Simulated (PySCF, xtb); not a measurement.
SeF₄, SMILES F[Se](F)(F)F.

Harmonic wavenumbers (cm⁻¹) from GFN2-xTB in xtb at its own minimum, in rising order: 55, 296, 304, 307, 360, 442, 458, 459, 505.

Question: What does TPSSh-D3(BJ)/def2-SVP run with PySCF give at its own minimum? (Estimate from the structure and the level; the computed values follow.)

Answer: 157, 231, 341, 344, 379, 586, 670, 710, 723. Paired by order, the mean absolute difference is 121 cm⁻¹ and the zero-point energies are 4.6 and 5.9 kcal/mol.
